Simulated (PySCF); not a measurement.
Se(Cl)2 cation (Cl2Se), SMILES Cl[Se]Cl (connectivity only; charge and spin as stated), charge +1, multiplicity 2.

The structure is a stationary point at TPSSh-D3(BJ)/def2-TZVP. The multiplicity is an assumed one; other spin states were not compared. The isomer is the one that the SMILES or the coordinates give; other isomers of the formula were not compared.

Level of theory: TPSSh-D3(BJ)/def2-TZVP (PySCF 2.14.0).

Frequencies are harmonic and unscaled.

```tsv
mode	ν (cm⁻¹)	IR (km/mol)	moving atoms (share of kinetic energy)
1	176	0.7	Cl 79 %, Se 21 %
2	462	56.4	Cl 64 %, Se 36 %
3	473	6.8	Cl 74 %, Se 26 %
```
